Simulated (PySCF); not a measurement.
PySCF input for CH8MoO, SMILES C[O][MoH5], multiplicity 1, PBE0-D3(BJ)/def2-SVP. Coordinates come from a PBE0-D3(BJ)/def2-SVP optimisation. The multiplicity is an assumed one; no other spin state was optimised. The structure was generated by enumeration; whether it is a known compound was not checked. The def2 effective core potentials stand for the cores of Mo; spin–orbit coupling is left out.

```python
import numpy as np
from pyscf import gto, scf, dft, df
from pyscf.hessian import thermo

mol = gto.M(
    atom='''
    Mo   -0.06767226   -0.64603155    0.00000000
    O    -0.40622329    1.17707925    0.00000001
    C     0.18897341    2.43728278   -0.00000001
    H    -0.59994227    3.20735022    0.00000002
    H     0.81394858    2.57658442   -0.89749404
    H     0.81394863    2.57658443    0.89749400
    H     1.17142338   -1.74140395   -0.00000003
    H     0.07607207   -1.46302686    1.46829468
    H     0.07607198   -1.46302687   -1.46829468
    H     1.30332927   -0.30003343    0.79220563
    H     1.30332922   -0.30003343   -0.79220570
    ''',
    basis='def2-SVP',
    ecp={'Mo': 'def2-svp'},
    charge=0,
    spin=0,
    max_memory=1600,
    verbose=3,
)
mf = dft.RKS(mol, xc='pbe0').density_fit(auxbasis='def2-universal-jkfit')
mf.disp = 'd3bj'
mf.grids.level = 3
mf.conv_tol = 1e-11
mf.max_cycle = 100
mf.kernel()

# [left out here: the lines that compute and print the analytic Hessian (its translational invariance restored by hand, since the grid's response is missing), thermochemistry and intensities]
```

It prints:

```
converged SCF energy = -186.013192724144

WARN: DFTD3 does not support analytical Hessian, using finite difference


WARN: Mole.unit (angstrom) is changed to Bohr

Mode                                 0                   1                   2
Irrep
Freq [cm^-1]                       76.7012            184.9599            203.3309
Reduced mass [au]                   1.0307              1.6399              2.1939
Force const [Dyne/A]                0.0036              0.0331              0.0534
Char temp [K]                     110.3559            266.1161            292.5480
Normal mode                   x     y     z       x     y     z       x     y     z
       0  Mo                -0.00 -0.00  0.00    0.00  0.00  0.01    0.00  0.01 -0.00
       1   O                 0.00  0.00  0.04   -0.00 -0.00 -0.14   -0.14 -0.01  0.00
       2   C                 0.00  0.00 -0.01    0.00 -0.00  0.10    0.08 -0.12 -0.00
       3   H                -0.00  0.00 -0.55    0.00  0.00  0.17    0.23  0.03 -0.00
       4   H                 0.40 -0.22  0.24    0.06  0.14  0.16    0.11 -0.24  0.00
       5   H                -0.40  0.22  0.24   -0.06 -0.14  0.16    0.11 -0.24 -0.00
       6   H                -0.00 -0.00 -0.15    0.00  0.00  0.08    0.18  0.23 -0.00
       7   H                 0.16 -0.02 -0.03    0.19  0.26  0.13    0.12  0.04  0.00
       8   H                -0.16  0.02 -0.03   -0.19 -0.26  0.13    0.12  0.04 -0.00
       9   H                 0.09 -0.01 -0.15    0.11  0.17 -0.26   -0.05  0.22 -0.00
      10   H                -0.09  0.01 -0.15   -0.11 -0.17 -0.26   -0.05  0.22  0.00
Mode                                 3                   4                   5
Irrep
Freq [cm^-1]                      349.2677            444.8966            553.1910
Reduced mass [au]                   1.0107              1.3660              2.1169
Force const [Dyne/A]                0.0726              0.1593              0.3817
[...]
       6   H                -0.17 -0.24  0.00   -0.23 -0.21  0.00    0.35  0.46  0.00
       7   H                -0.22 -0.11 -0.04    0.29 -0.44 -0.32   -0.40 -0.37 -0.13
       8   H                -0.22 -0.11  0.04    0.29 -0.44  0.32   -0.40 -0.37  0.13
       9   H                 0.13 -0.31 -0.02    0.00 -0.07  0.05   -0.02  0.06  0.03
      10   H                 0.13 -0.31  0.02    0.00 -0.07 -0.05   -0.02  0.06 -0.03
Mode                                 9                  10                  11
Irrep
Freq [cm^-1]                      863.7592            904.7453           1006.3724
Reduced mass [au]                   1.0097              1.0118              1.0108
Force const [Dyne/A]                0.4438              0.4880              0.6032
Char temp [K]                    1242.7572           1301.7271           1447.9459
Normal mode                   x     y     z       x     y     z       x     y     z
       0  Mo                 0.00 -0.00 -0.00    0.00  0.00  0.00    0.00 -0.00 -0.00
       1   O                -0.00  0.00 -0.00   -0.00  0.00 -0.00   -0.00 -0.00 -0.01
       2   C                 0.00  0.00  0.00   -0.01 -0.01  0.00    0.00  0.00 -0.01
       3   H                 0.00  0.00 -0.00    0.02  0.02 -0.00    0.00  0.00  0.01
       4   H                -0.00 -0.00 -0.00    0.01 -0.03  0.01    0.02  0.03  0.01
       5   H                 0.00  0.00 -0.00    0.01 -0.03 -0.01   -0.02 -0.03  0.01
       6   H                 0.00 -0.00 -0.07    0.13  0.17  0.00   -0.00 -0.00  0.69
       7   H                 0.42 -0.03 -0.10    0.07  0.09  0.03    0.32 -0.06 -0.11
       8   H                -0.42  0.03 -0.10    0.07  0.09 -0.03   -0.32  0.06 -0.11
       9   H                -0.28  0.34  0.33   -0.24 -0.31  0.55    0.04 -0.37  0.04
      10   H                 0.28 -0.34  0.33   -0.24 -0.31 -0.55   -0.04  0.37  0.04
Mode                                12                  13                  14
Irrep
Freq [cm^-1]                     1087.7235           1168.8272           1181.9580
Reduced mass [au]                   1.0448              1.3059              1.3596
Force const [Dyne/A]                0.7283              1.0512              1.1191
Char temp [K]                    1564.9919           1681.6821           1700.5744
Normal mode                   x     y     z       x     y     z       x     y     z
       0  Mo                -0.01  0.00 -0.00    0.00  0.00 -0.00   -0.00  0.00 -0.00
       1   O                 0.01  0.02  0.00   -0.00  0.00  0.06    0.06 -0.04  0.00
       2   C                -0.01 -0.03 -0.00    0.00 -0.00 -0.13   -0.11  0.06 -0.00
       3   H                -0.02 -0.04  0.00   -0.00 -0.00  0.29    0.33  0.51  0.00
       4   H                -0.01  0.02 -0.00    0.31  0.46  0.16    0.10 -0.39  0.08
       5   H                -0.01  0.02  0.00   -0.31 -0.46  0.16    0.10 -0.39 -0.08
       6   H                 0.30  0.42  0.00   -0.00 -0.00 -0.02    0.05  0.05 -0.00
       7   H                 0.24  0.04  0.01   -0.01  0.02  0.01    0.01 -0.02 -0.00
       8   H                 0.24  0.04 -0.01    0.01 -0.02  0.01    0.01 -0.02  0.00
       9   H                 0.22 -0.40 -0.27   -0.01  0.02  0.00    0.01  0.02 -0.04
      10   H                 0.22 -0.40  0.27    0.01 -0.02  0.00    0.01  0.02  0.04
Mode                                15                  16                  17
Irrep
Freq [cm^-1]                     1201.7562           1453.6117           1458.6258
Reduced mass [au]                   8.9771              1.1373              1.0387
Force const [Dyne/A]                7.6387              1.4159              1.3021
Char temp [K]                    1729.0597           2091.4236           2098.6378
Normal mode                   x     y     z       x     y     z       x     y     z
       0  Mo                 0.00 -0.01  0.00    0.00 -0.00  0.00    0.00 -0.00  0.00
       1   O                 0.06  0.18 -0.00    0.01  0.04 -0.00   -0.00  0.00  0.01
       2   C                -0.08 -0.16 -0.00    0.03  0.09 -0.00   -0.00  0.00  0.05
       3   H                 0.03 -0.02 -0.00   -0.45 -0.42  0.00   -0.00 -0.00 -0.69
       4   H                -0.05 -0.08  0.02   -0.01 -0.48 -0.10   -0.21  0.44 -0.05
       5   H                -0.05 -0.08 -0.02   -0.01 -0.48  0.10    0.21 -0.44 -0.05
       6   H                -0.03 -0.01  0.00    0.01  0.00  0.00   -0.00 -0.00 -0.00
       7   H                -0.07  0.03  0.01    0.01 -0.01  0.01   -0.00 -0.00 -0.00
       8   H                -0.07  0.03 -0.01    0.01 -0.01 -0.01    0.00  0.00 -0.00
       9   H                -0.03  0.07  0.01    0.01 -0.00 -0.00    0.00  0.00  0.00
      10   H                -0.03  0.07 -0.01    0.01 -0.00  0.00   -0.00 -0.00  0.00
Mode                                18                  19                  20
Irrep
Freq [cm^-1]                     1465.7268           1954.5220           1959.8191
Reduced mass [au]                   1.0433              1.0120              1.0259
Force const [Dyne/A]                1.3205              2.2778              2.3215
Char temp [K]                    2108.8545           2812.1220           2819.7434
Normal mode                   x     y     z       x     y     z       x     y     z
       0  Mo                -0.00 -0.00  0.00    0.00  0.01  0.00    0.00  0.00 -0.01
       1   O                 0.01 -0.00  0.00   -0.00  0.01 -0.00   -0.00  0.00  0.00
       2   C                 0.05  0.00  0.00   -0.00 -0.00 -0.00   -0.00 -0.00  0.00
       3   H                 0.22  0.20 -0.00    0.01  0.00  0.00    0.00  0.00 -0.00
       4   H                -0.52 -0.07 -0.39   -0.00  0.01  0.00   -0.00 -0.00 -0.00
       5   H                -0.52 -0.07  0.39   -0.00  0.01 -0.00    0.00  0.00 -0.00
       6   H                 0.01  0.00  0.00   -0.13  0.05 -0.00   -0.00  0.00  0.04
       7   H                 0.00 -0.00  0.00    0.09 -0.34  0.60    0.09 -0.32  0.61
       8   H                 0.00 -0.00 -0.00    0.09 -0.34 -0.60   -0.09  0.32  0.61
       9   H                -0.00  0.00  0.00   -0.02 -0.00  0.01   -0.06 -0.02 -0.01
      10   H                -0.00  0.00 -0.00   -0.02 -0.00 -0.01    0.06  0.02 -0.01
Mode                                21                  22                  23
Irrep
Freq [cm^-1]                     2058.4213           2154.8272           2156.5910
Reduced mass [au]                   1.0199              1.0158              1.0285
Force const [Dyne/A]                2.5461              2.7789              2.8182
Char temp [K]                    2961.6100           3100.3166           3102.8543
Normal mode                   x     y     z       x     y     z       x     y     z
       0  Mo                -0.01  0.01 -0.00    0.00  0.00 -0.01    0.01  0.00  0.00
       1   O                 0.00  0.01 -0.00   -0.00 -0.00  0.00   -0.00 -0.00 -0.00
       2   C                -0.00 -0.00 -0.00    0.00  0.00 -0.00    0.00  0.00  0.00
       3   H                 0.00 -0.00 -0.00   -0.00 -0.00  0.00   -0.00 -0.00 -0.00
       4   H                 0.00  0.01  0.00    0.00 -0.00 -0.00    0.00 -0.00 -0.00
       5   H                 0.00  0.01 -0.00   -0.00  0.00 -0.00    0.00 -0.00  0.00
       6   H                 0.76 -0.61  0.00   -0.00  0.00  0.02   -0.07  0.02 -0.00
       7   H                 0.02 -0.07  0.06    0.02 -0.01  0.05   -0.02 -0.00 -0.02
       8   H                 0.02 -0.07 -0.06   -0.02  0.01  0.05   -0.02 -0.00  0.02
       9   H                -0.04 -0.02 -0.03    0.59  0.14  0.35   -0.59 -0.14 -0.34
      10   H                -0.04 -0.02  0.03   -0.59 -0.14  0.35   -0.59 -0.14  0.34
Mode                                24                  25                  26
Irrep
Freq [cm^-1]                     3031.8072           3133.8852           3133.9116
Reduced mass [au]                   1.0304              1.1079              1.1065
Force const [Dyne/A]                5.5805              6.4109              6.4028
Char temp [K]                    4362.0956           4508.9630           4509.0010
Normal mode                   x     y     z       x     y     z       x     y     z
       0  Mo                -0.00 -0.00 -0.00    0.00 -0.00 -0.00    0.00 -0.00  0.00
       1   O                 0.00  0.00  0.00    0.00  0.00 -0.00    0.00  0.00  0.00
       2   C                 0.02  0.04 -0.00   -0.00  0.00  0.09   -0.08  0.04 -0.00
       3   H                 0.40 -0.38 -0.00    0.00 -0.00  0.02    0.57 -0.54 -0.00
       4   H                -0.32 -0.06  0.47    0.38  0.07 -0.54    0.20  0.05 -0.31
       5   H                -0.32 -0.06 -0.47   -0.38 -0.07 -0.54    0.20  0.05  0.31
       6   H                -0.00  0.00 -0.00   -0.00  0.00  0.00   -0.00  0.00 -0.00
       7   H                 0.00  0.00 -0.00   -0.00  0.00  0.00   -0.00  0.00  0.00
       8   H                 0.00  0.00  0.00    0.00 -0.00  0.00   -0.00  0.00 -0.00
       9   H                -0.00  0.00 -0.00   -0.00  0.00  0.00    0.00 -0.00  0.00
      10   H                -0.00  0.00  0.00    0.00 -0.00  0.00    0.00 -0.00 -0.00
temperature 298.1500 [K]
pressure 101325.00 [Pa]
Rotational constants [GHz] 29.71254 2.95145 2.90834
Symmetry number 1
Zero-point energy (ZPE) 0.08054 [Eh]   211464.051 [J/mol]
                           tot       elec      trans        rot        vib
Entropy [J/mol/K]       324.641      0.000    169.645    103.125     51.871
Cv [J/mol/K]             86.847      0.000     12.472     12.472     61.903
Cp [J/mol/K]             95.161      0.000     20.786     12.472     61.903
Internal energy [J/mol]                      3718.434   3718.434 220167.574
Internal energy [Eh]   -185.92650  -186.01319
Enthalpy [J/mol]                             6197.391   3718.434 220167.574
Enthalpy [Eh]          -185.92556
Gibbs free energy [J/mol]                  -44382.230 -27028.317 204702.216
Gibbs free energy [Eh] -185.96242
mode   freq/cm-1   IR/(km/mol)
   1       76.70         1.568
   2      184.96         9.539
   3      203.33        18.661
   4      349.27         9.469
   5      444.90         1.522
   6      553.19        90.291
   7      607.64        27.647
   8      753.65         8.517
   9      803.50        19.912
  10      863.76        19.337
  11      904.75        57.566
  12     1006.37       133.251
  13     1087.72       163.389
  14     1168.83         0.101
  15     1181.96         7.528
  16     1201.76       235.368
  17     1453.61        10.579
  18     1458.63         8.200
  19     1465.73        15.618
  20     1954.52       119.392
  21     1959.82       187.177
  22     2058.42        77.471
  23     2154.83        20.436
  24     2156.59        12.764
  25     3031.81        61.733
  26     3133.89        17.555
  27     3133.91        14.635
max |gradient| / (hartree/bohr): 0.00011465718909822213
APT charges: [ 0.718  -0.8406  0.5015 -0.0285 -0.0333 -0.0333 -0.0388 -0.1578 -0.1578
  0.0352  0.0352]
```

The calculation finished and met its thresholds.

Cost: around 3 core-minutes (rough).
